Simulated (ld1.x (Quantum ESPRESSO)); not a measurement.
**molybdenum (Mo): one change to a TM potential, before and after**

```
Element                 : Mo
Generator               : ld1.x (Quantum ESPRESSO) 7.5
Type                    : norm-conserving Troullier–Martins (Kleinman–Bylander form)
Functional              : PBEsol
Relativity              : scalar-relativistic
Frozen core             : [Ar] 3d10 4s2
Valence charge          : 12
Reference configuration : 4p6 4d5 5s1 5p0
Partial waves           : 5s (bound): rc 3.00 bohr; 4p (bound): rc 1.35 bohr; 4d (bound): rc 2.10 bohr
Local potential         : all-electron potential smoothed inside 2.80 bohr (lloc = -1)
Core correction         : Bessel-smoothed model core, default radius (core density twice the valence density)
```

Change: functional PBE.

Cutoffs: the cutoffs (Ry, on a coarse ladder) from which the occupation-weighted sum of valence levels, in a spherical-Bessel basis at the reference potential, stays within 10 and 1 mRy of its value at 400 Ry; they do not see the model core or the augmentation charge, which bear on the density cutoff. Errors are all-electron minus pseudo energies relative to the spin-unpolarised reference configuration.

Question: How do hardness, ghosts and transferability respond?

Answer: The potential gets neither clearly harder nor softer (60 Ry and 110 Ry → 60 Ry and 110 Ry); the errors of the 7 common tests hardly move; neither file shows a bound ghost.

```tsv
quantity	base	changed
cutoff, loose	60 Ry	60 Ry
cutoff, tight	110 Ry	110 Ry
bound ghosts	none	none
error for 4p6 4d5 5s0 5p0, meV [ΔE 6.90 → 6.89 eV]	-13	-13
error for 4p6 4d4 5s0 5p0, meV [ΔE 22.36 → 22.35 eV]	-17	-17
error for 4p6 4d3 5s0 5p0, meV [ΔE 49.08 → 49.10 eV]	-78	-80
error for 4p6 4d5 5s0.5 5p0, meV [ΔE 2.74 → 2.73 eV]	-2.8	-2.8
error for 4p6 4d2 5s0 5p0, meV [ΔE 88.56 → 88.60 eV]	-204	-208
error for 4p6 4d5.5 5s0.5 5p0, meV [ΔE 0.29 → 0.28 eV]	-7.9	-8.0
error for 4p6 4d4 5s2 5p0, meV [ΔE 0.18 → 0.20 eV]	-26	-28
s: phases at 3.26 bohr within 0.05 rad from the reference energy up to (Ry; the scan ends near 5)	n/a	n/a
p: phases at 3.26 bohr within 0.05 rad from the reference energy up to (Ry; the scan ends near 5)	-0.3	-0.3
d: phases at 3.26 bohr within 0.05 rad from the reference energy up to (Ry; the scan ends near 5)	1.0	1.0
```
